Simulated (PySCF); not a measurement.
SiBr₂F₂, SMILES Br[Si](F)(F)Br. Coordinates come from a PBE0-D3(BJ)/def2-SVP optimisation.

Computed equilibrium geometry at PBE0-D3(BJ)/def2-SVP (PySCF confirms it by a frequency run) as a Z-matrix, and its point group:
point group C2v.
```
Si
F 1 1.6007
F 1 1.6007 2 107.06
Br 1 2.1769 2 109.31 3 -118.30
Br 1 2.1769 2 109.31 3 118.30
```
